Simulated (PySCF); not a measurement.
A calculated (M06-2X, PySCF 2.14, x2c-SVPall, scalar relativity by spin-free X2C-1e) atom or ion has these occupied shells.

```
shell  electrons  orbital energy (eV)  rms radius, mean of both spins (bohr)
 1s α          1              -8303.4                                 0.0625
 1s β          1              -8303.4                                 0.0625
 2s α          1              -1015.7                                  0.265
 2s β          1              -1014.9                                  0.265
 2p α          3              -876.46                                  0.238
 2p β          3              -875.79                                  0.238
 3s α          1              -125.90                                  0.800
 3s β          1              -124.67                                  0.800
 3p α          3              -84.827                                  0.853
 3p β          3              -83.140                                  0.853
 3d α          5              -18.305                                   1.24
 3d β          4              -17.101                                   1.24
```

Problem. Name the element and its charge.

Solution. Ni⁺ (nickel, charge +1), in [Ar] 3d9, 2D determinant.
